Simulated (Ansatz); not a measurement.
H2P (SMILES [PH2-]), charge -1, singlet, geometry from GFN2-xTB (a gas-phase anion, which may not be bound at this level). Base run: PBE/6-311G** (Ansatz, a program for electronic structure).

Input for Ansatz:
Ansatz 0.2 input:
```yaml
crystal:
  periodic: [false, false, false]
  atoms:
    - {symbol: P, position_ang: [-0.00149906, 0.07431072, 0.08210974]}
    - {symbol: H, position_ang: [0.97078349, -0.55479397, -0.60060040]}
    - {symbol: H, position_ang: [-0.94829753, -0.55986685, -0.63104570]}
basis:
  gaussian:
    orbitals: 6-311G__.json
hamiltonian:
  xc: pbe
total_charge: -1
```
The basis file holds 6-311G** in the JSON format of the Basis Set Exchange.

Variants of this job, named by their change:

| change | ΔE vs base (mEh) |
|---|---|
| base | 0.000 |
| occupation = up:A1:5 B1:2 B2:2 down:A1:5 B1:2 B2:2 | 0.000 |
| symmetry_tolerance_ang = 0.01 | 0.000 |
| occupation = up:A1:4 B1:2 B2:2 A2:1 down:A1:4 B1:2 B2:2 A2:1 | 1809.1 |
| occupation = up:A1:6 B1:2 B2:1 down:A1:6 B1:2 B2:1 | 775.6 |
| occupation = up:A1:5 B1:1 B2:3 down:A1:5 B1:1 B2:3 | 369.9 |
| occupation = up:A1:4 B1:3 B2:2 down:A1:4 B1:3 B2:2 | 849.4 |

A gas-phase anion may not be bound at this level; its values then depend on the basis.
